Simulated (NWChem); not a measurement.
System: NH3Se2; SMILES [SeH][Se]N

NWChem printed, in part:

```
             Northwest Computational Chemistry Package (NWChem) 7.3.0
             --------------------------------------------------------

 C1  symmetry detected

                             Geometry "geometry" -> ""
                             -------------------------

 Output coordinates in angstroms (scale by  1.889725989 to convert to a.u.)

  No.       Tag          Charge          X              Y              Z
 ---- ---------------- ---------- -------------- -------------- --------------
    1 Se                  34.0000    -0.40758675    -0.95051167     0.00848482
    2 N                    7.0000     1.19262916    -1.86285946     0.01345973
    3 H                    1.0000     1.75740573    -1.67303693     0.85034076
    4 H                    1.0000     1.75261366    -1.69235932    -0.83065583
    5 Se                  34.0000     0.05473061     1.38683541     0.03074407
    6 H                    1.0000     0.13868517     1.57040553    -1.44768533

 Effective nuclear repulsion energy (a.u.)     413.3272007676

  xc_inp: hfexch multiplicative factor not found.

                                 NWChem DFT Module
                                 -----------------

 Summary of "ao basis" -> "ao basis" (spherical)
 ------------------------------------------------------------------------------
       Tag                 Description            Shells   Functions and Types
 ---------------- ------------------------------  ------  ---------------------
 Se                         def2-svp                12       32   5s4p3d
 N                          def2-svp                 6       14   3s2p1d
 H                          def2-svp                 3        5   2s1p

            General Information
            -------------------
          SCF calculation type: DFT
          Wavefunction type:  closed shell.
          No. of atoms     :     6
          No. of electrons :    78
           Alpha electrons :    39
            Beta electrons :    39
          Charge           :     0
          Spin multiplicity:     1
          Use of symmetry is: off; symmetry adaption is: off
          Maximum number of iterations: 150
          AO basis - number of functions:    93
                     number of shells:    39
          Convergence on energy requested:  1.00D-06
          Convergence on density requested:  1.00D-05
          Convergence on gradient requested:  5.00D-04

              XC Information
              --------------
                     Hartree-Fock (Exact) Exchange  1.000

      Superposition of Atomic Density Guess
      -------------------------------------

 Sum of atomic energies:       -4854.76558910

      Non-variational initial energy
      ------------------------------

 Total energy =   -4855.503517
 1-e energy   =   -7586.733025
 2-e energy   =    2317.902308
 HOMO         =      -0.244561
 LUMO         =      -0.017610

     ---------------------------------------------
      Total Density - Mulliken Population Analysis
     ---------------------------------------------

    Atom       Charge   Shell Charges
 -----------   ------   -------------------------------------------------------
    1 Se  34    33.82   2.00  2.00  2.00  1.34  0.54  6.00  5.98  1.70  2.17  8.21  1.75  0.14
    2 N    7     7.58   1.99  1.03  0.49  2.39  1.67  0.01
    3 H    1     0.77   0.60  0.13  0.04
    4 H    1     0.77   0.60  0.13  0.04
    5 Se  34    34.21   2.00  2.00  2.00  1.34  0.54  6.00  5.98  1.85  2.46  8.20  1.75  0.09
    6 H    1     0.84   0.58  0.24  0.02

   convergence    iter        energy       DeltaE   RMS-Dens  Diis-err
 ---------------- ----- ----------------- --------- --------- ---------
 d= 0,ls=0.0,diis     1  -4855.2011638528 -5.27D+03  4.14D-03  1.83D-01
 d= 0,ls=0.0,diis     2  -4855.2305998244 -2.94D-02  1.42D-03  2.39D-02
 d= 0,ls=0.0,diis     3  -4855.2339591272 -3.36D-03  5.85D-04  3.81D-03
 d= 0,ls=0.0,diis     4  -4855.2345831131 -6.24D-04  2.01D-04  2.44D-04
 d= 0,ls=0.0,diis     5  -4855.2346435053 -6.04D-05  8.76D-05  1.61D-05
  Resetting Diis
 d= 0,ls=0.0,diis     6  -4855.2346504434 -6.94D-06  3.20D-05  2.31D-06
 d= 0,ls=0.0,diis     7  -4855.2346513916 -9.48D-07  1.06D-05  3.97D-07
 d= 0,ls=0.0,diis     8  -4855.2346515265 -1.35D-07  4.96D-06  1.15D-07

         Total DFT energy =    -4855.234651526519
      One electron energy =    -7587.953800771847
           Coulomb energy =     2498.086073056916
    Exchange-Corr. energy =     -178.694124579228
 Nuclear repulsion energy =      413.327200767642

 Numeric. integr. density =        0.000000000000

                       DFT Final Molecular Orbital Analysis
                       ------------------------------------

 Vector   37  Occ=2.000000D+00  E=-3.913696D-01
              MO Center=  1.8D-01, -3.6D-01,  5.7D-02, r^2= 4.1D+00
   Bfn.  Coefficient  Atom+Function         Bfn.  Coefficient  Atom+Function
  ----- ------------  ---------------      ----- ------------  ---------------
    72      0.337227  5 Se py                69      0.311339  5 Se py
    37     -0.286920  2 N  py                40      0.267618  2 N  py
    13     -0.220976  1 Se py                66     -0.199775  5 Se py
    16     -0.194698  1 Se py                 4      0.192336  1 Se s
    35     -0.163938  2 N  s                 15     -0.153306  1 Se px

 Vector   38  Occ=2.000000D+00  E=-3.586721D-01
              MO Center=  5.4D-02,  9.8D-01,  3.2D-02, r^2= 2.8D+00
   Bfn.  Coefficient  Atom+Function         Bfn.  Coefficient  Atom+Function
  ----- ------------  ---------------      ----- ------------  ---------------
    71      0.581428  5 Se px                68      0.459765  5 Se px
    65     -0.292521  5 Se px                17      0.158490  1 Se pz
    37      0.147130  2 N  py                40     -0.141001  2 N  py
    14      0.128357  1 Se pz                72     -0.109581  5 Se py
    62      0.094549  5 Se px                 5      0.090159  1 Se s

 Vector   39  Occ=2.000000D+00  E=-3.516456D-01
              MO Center= -2.5D-01, -5.9D-01, -5.4D-02, r^2= 2.8D+00
   Bfn.  Coefficient  Atom+Function         Bfn.  Coefficient  Atom+Function
  ----- ------------  ---------------      ----- ------------  ---------------
    17      0.592206  1 Se pz                14      0.476735  1 Se pz
    11     -0.298372  1 Se pz                71     -0.172581  5 Se px
    68     -0.133402  5 Se px                89      0.123045  6 H  s
    61     -0.107441  5 Se s                 70     -0.106530  5 Se pz
    47     -0.098246  3 H  s                 90      0.098095  6 H  s

 Vector   40  Occ=0.000000D+00  E= 8.188166D-02
              MO Center= -1.2D-01,  1.8D-01,  1.1D-04, r^2= 4.2D+00
   Bfn.  Coefficient  Atom+Function         Bfn.  Coefficient  Atom+Function
  ----- ------------  ---------------      ----- ------------  ---------------
    72      0.835912  5 Se py                16      0.784585  1 Se py
     5      0.389684  1 Se s                 61     -0.391431  5 Se s
    15      0.332081  1 Se px                13      0.317035  1 Se py
    69      0.277496  5 Se py                 4      0.266501  1 Se s
    60     -0.225475  5 Se s                 10     -0.212426  1 Se py

 Vector   41  Occ=0.000000D+00  E= 1.321905D-01
              MO Center=  6.5D-01, -5.7D-01, -2.4D-01, r^2= 5.8D+00
   Bfn.  Coefficient  Atom+Function         Bfn.  Coefficient  Atom+Function
  ----- ------------  ---------------      ----- ------------  ---------------
    35      1.275375  2 N  s                 90     -0.743828  6 H  s
    15     -0.606715  1 Se px                48     -0.602335  3 H  s
    53     -0.600365  4 H  s                 73     -0.539693  5 Se pz
    61      0.387528  5 Se s                  5     -0.361317  1 Se s
    16      0.302802  1 Se py                40      0.291024  2 N  py

 Vector   42  Occ=0.000000D+00  E= 1.476348D-01
              MO Center=  1.7D-01,  8.0D-01, -6.7D-01, r^2= 5.1D+00
   Bfn.  Coefficient  Atom+Function         Bfn.  Coefficient  Atom+Function
  ----- ------------  ---------------      ----- ------------  ---------------
    90      1.304579  6 H  s                 73      0.961248  5 Se pz
    61     -0.742564  5 Se s                 35      0.649318  2 N  s
    15     -0.341251  1 Se px                53     -0.322599  4 H  s
    16      0.293383  1 Se py                48     -0.264564  3 H  s
    70      0.202009  5 Se pz                60     -0.199077  5 Se s

     ---------------------------------------------
      Total Density - Mulliken Population Analysis
     ---------------------------------------------

    Atom       Charge   Shell Charges
 -----------   ------   -------------------------------------------------------
    1 Se  34    33.80   2.00  2.00  2.00  1.35  0.53  6.00  5.98  1.79  2.01  8.21  1.75  0.18
    2 N    7     7.46   1.99  0.97  0.54  2.32  1.62  0.02
    3 H    1     0.83   0.70  0.09  0.05
    4 H    1     0.83   0.70  0.09  0.05
    5 Se  34    34.12   2.00  2.00  2.00  1.32  0.56  6.00  5.98  1.86  2.32  8.21  1.75  0.12
    6 H    1     0.94   0.68  0.24  0.02

     -------------------------------------------
      Total Density - Lowdin Population Analysis
     -------------------------------------------

    Atom       Charge   Shell Charges
 -----------   ------   -------------------------------------------------------
    1 Se  34    33.81   2.00  2.00  1.96  1.07  0.69  5.99  5.80  1.92  2.16  7.88  2.01  0.33
    2 N    7     7.26   1.97  0.74  0.49  2.16  1.86  0.04
    3 H    1     0.94   0.60  0.21  0.13
    4 H    1     0.94   0.60  0.21  0.13
    5 Se  34    34.03   2.00  2.00  1.95  1.06  0.70  5.99  5.80  1.98  2.43  7.87  2.01  0.23
    6 H    1     1.02   0.60  0.36  0.06

     Multipole analysis of the density
     ---------------------------------

[...]
```

Level: Hartree-Fock/def2-SVP. The geometry was optimised at PBE-D3(BJ)/def2-SVP.

### Question
Write an input that gives this output.

### Answer
One answer among several that fit: the input that was run:
```
start job
memory heap 200 mb stack 900 mb global 1100 mb
geometry units angstroms noautoz
  Se    -0.394839    -0.941429     0.014451
  N      1.234878    -1.799983     0.015758
  H      1.793762    -1.593621     0.852680
  H      1.788124    -1.608743    -0.828357
  Se    -0.010602     1.409954     0.042453
  H      0.065880     1.600043    -1.435558
end
basis spherical
  * library def2-svp
end
dft
  xc hfexch
  iterations 150
  mulliken
end
task dft energy
```
